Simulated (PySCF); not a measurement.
**How methods differ on the excitation energy of Ag+**

Ag+ [Kr] 4d10 (1S) → Ag+ [Kr] 4d9 5s1 (3D), as a difference of total energies. All numbers are calculated (PySCF 2.14, scalar relativity by spin-free X2C-1e, in x2c-QZVPPall with one added diffuse shell each of s, p, d, f, g type (14s9p8d5f3g, 143 functions)). Correlated levels: valence: [Kr] frozen; valence and next inner shell: [Ar] 3d10 frozen. The calculations carry no spin-orbit coupling.

| method | excitation energy (cm⁻¹) | error (cm⁻¹) |
| --- | --- | --- |
| UHF | 35104 | -5505 |
| LDA | 39555 | -1054 |
| PBE | 38752 | -1857 |
| PBE0 | 39305 | -1304 |
| r2SCAN | 38667 | -1941 |
| MP2 (valence) | 43031 | +2422 |
| SCS-MP2 (valence) | 43070 | +2461 |
| MP2 (valence and next inner shell) | 42137 | +1528 |
| SCS-MP2 (valence and next inner shell) | 41901 | +1293 |

Reference: 40609 cm⁻¹ (measured; NIST levels, between the centres of gravity of the two terms).
